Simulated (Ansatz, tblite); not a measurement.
Removing and adding an electron: S-phenyldibenzothiophenium benzoate (C₂₅H₁₈O₂S). Total charge 0; singlet. Geometry: r2SCAN-D4/def2-SVP. Ansatz, gas phase; energy differences of separate SCF runs; the oxidised species was run as a doublet alone; the reduced species was run as a doublet alone.

```xyz
46

O     1.821   -1.391   -0.137
C     0.970   -1.693   -0.990
O    -0.185   -1.160   -1.143
C     1.295   -2.802   -1.976
C     2.516   -3.482   -1.871
C     2.835   -4.505   -2.767
C     1.934   -4.853   -3.780
C     0.713   -4.176   -3.891
C     0.395   -3.156   -2.991
H     3.198   -3.183   -1.070
H     3.789   -5.034   -2.680
H     2.183   -5.653   -4.485
H     0.009   -4.448   -4.684
H    -0.551   -2.612   -3.051
C    -3.961    3.976    1.593
C    -4.448    3.073    0.647
C    -3.613    2.066    0.149
C    -2.297    1.975    0.612
S    -1.314    0.597   -0.114
C    -0.738   -0.152    1.402
C    -1.480   -1.016    2.195
C    -0.859   -1.528    3.339
C     0.462   -1.174    3.649
C     1.189   -0.311    2.828
C     0.592    0.212    1.676
C     1.153    1.117    0.677
C     2.432    1.682    0.616
C     2.761    2.526   -0.445
C     1.833    2.817   -1.456
C     0.548    2.266   -1.417
C     0.242    1.439   -0.346
C    -1.800    2.876    1.560
C    -2.640    3.878    2.047
H    -4.613    4.765    1.980
H    -5.479    3.149    0.290
H    -3.981    1.353   -0.596
H    -2.505   -1.290    1.934
H    -1.408   -2.214    3.989
H     0.934   -1.591    4.543
H     2.228   -0.066    3.065
H     3.173    1.440    1.382
H     3.764    2.957   -0.497
H     2.114    3.470   -2.285
H    -0.182    2.472   -2.204
H    -0.768    2.795    1.912
H    -2.261    4.589    2.787
```

The xTB rows come from tblite. Single mean-field runs in def2-TZVP are fitted with def2-universal-jkfit. HOMO above LUMO, or a gap near zero within one spin, warns that the state may not be the lowest or that an electron is smeared out. In the singlet geometry the species has come apart into loosely held pieces. In the doublet geometry the species has come apart into loosely held pieces.

(1) Estimate orbital energies and vertical ionisation energies and electron affinities at: GFN1-xTB; GFN2-xTB; PBE-D4/def2-TZVP; PBE0-D4/def2-TZVP; BHLYP-D4/def2-TZVP.

Answers

(1) 
```json
{"level": "GFN1-xTB", "−HOMO (eV)": "10.21", "vertical IE (eV)": "12.73", "−LUMO (eV)": "8.52", "vertical EA (eV)": "6.58", "HOMO–LUMO gap (eV)": "1.69", "IE − EA (eV)": "6.14", "remarks": "–"}
{"level": "GFN2-xTB", "−HOMO (eV)": "9.10", "vertical IE (eV)": "11.65", "−LUMO (eV)": "7.50", "vertical EA (eV)": "5.56", "HOMO–LUMO gap (eV)": "1.60", "IE − EA (eV)": "6.09", "remarks": "–"}
{"level": "PBE-D4/def2-TZVP", "−HOMO (eV)": "4.53", "vertical IE (eV)": "7.08", "−LUMO (eV)": "2.50", "vertical EA (eV)": "0.73", "HOMO–LUMO gap (eV)": "2.03", "IE − EA (eV)": "6.35", "remarks": "HOMO above zero (-1 doublet), gap within one spin near zero (+1 doublet), gap within one spin near zero (-1 doublet)"}
{"level": "PBE0-D4/def2-TZVP", "−HOMO (eV)": "5.95", "vertical IE (eV)": "7.39", "−LUMO (eV)": "1.67", "vertical EA (eV)": "0.53", "HOMO–LUMO gap (eV)": "4.27", "IE − EA (eV)": "6.86", "remarks": "HOMO above zero (-1 doublet)"}
{"level": "BHLYP-D4/def2-TZVP", "−HOMO (eV)": "7.03", "vertical IE (eV)": "7.30", "−LUMO (eV)": "0.68", "vertical EA (eV)": "0.18", "HOMO–LUMO gap (eV)": "6.36", "IE − EA (eV)": "7.11", "remarks": "HOMO above zero (-1 doublet)"}
```

Relaxing the reduced species (r2SCAN-D4/def2-SVP) changes its energy by -0.31 eV at PBE-D4/def2-TZVP, so the adiabatic electron affinity to this nearest minimum is 1.05 eV. At PBE0-D4/def2-TZVP it is 0.91 eV. The highest occupied level of the relaxed charge -1 doublet lies above zero (up to 0.35 eV). By energy differences its removal costs 1.05 eV (each at its own geometry, to the charge 0 singlet, at PBE-D4/def2-TZVP); self-interaction error and the lack of diffuse functions both raise the level.     A HOMO above zero means that the electron is unbound at that level or that self-interaction error raises the level; the energy of removing that electron tells which. Raw xTB energy differences between charge states are shifted by several eV; the methods need an empirical correction for them. Sets without diffuse functions give affinities that are too small.
